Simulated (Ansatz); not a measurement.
```yaml
crystal:
  periodic: [false, false, false]
  atoms:
    - {symbol: S, position_ang: [-0.040051, 1.711103, 0.477659]}
    - {symbol: Sn, position_ang: [0.648565, -0.427345, -0.417279]}
    - {symbol: Cl, position_ang: [-1.278818, -1.594984, -0.972480]}
    - {symbol: Cl, position_ang: [-1.278818, -1.644984, -0.972480]}
    - {symbol: H, position_ang: [-0.987561, 1.833727, -0.470159]}
basis:
  gaussian: {orbitals: def2-TZVP}
magnetization: {spin_polarized: true, initial_magnetization: 1}
hamiltonian: {xc: {name: r2SCAN}, dispersion: d3bjatm}
output: {forces: true}
```

```sh
$ ansatz run in.yaml --threads 4 --pin off --events-out ev --progress --plain --max-ram 10444MiB
```

It prints (some lines left out):

```
Functional definition: r2SCAN
1182 factors; their error is unknown
mean field evaluation 1: about 17454.4681 eV, gradient 1.9e2 eV
mean field evaluation 2: about 18195.2442 eV, gradient 2.7e2 eV
mean field evaluation 4: about 17368.9701 eV, gradient 5.9e1 eV
mean field evaluation 8: about 17351.4472 eV, gradient 5.4e0 eV
mean field evaluation 16: about 17351.8452 eV, gradient 5.0e0 eV
mean field evaluation 32: about 17352.0719 eV, gradient 2.2e0 eV
a density is far from that of the atoms, so the factors are made again for it
1428 factors; integrals over basis functions are off by at most 1.0e-3 eV
mean field 17351.85753537 eV, 637.6690029133 hartree, gradient 2.9e-5 eV, S^2 0.765227; 0 other end points of the search recorded, 0 dependent functions left out
reference 17351.85751907 eV, 637.6690023142 hartree; 37, 36 occupied and 130, 131 virtual orbitals, 1428 factors
Total energy: 17351.80445929 eV, 637.6670524036 hartree
Atom 0 at    -0.040051     1.711103     0.477659 Å, force    -0.052937    -0.112213    -0.371907 eV/Å
Atom 1 at     0.648565    -0.427345    -0.417279 Å, force    -4.763470    -3.853692    -1.221054 eV/Å
Atom 2 at    -1.278818    -1.594984    -0.972480 Å, force   -23.355210 1581947.358590     1.030149 eV/Å
Atom 3 at    -1.278818    -1.644984    -0.972480 Å, force    28.289996 -1581943.424034     0.448718 eV/Å
Atom 4 at    -0.987561     1.833727    -0.470159 Å, force    -0.118379     0.031347     0.114093 eV/Å
Dipole moment:     0.072860    -0.236126    -0.132333 e Å
```

In this input one atom was put on top of another. Self-consistency was reached. The result belongs to that input, not to the molecule as meant.
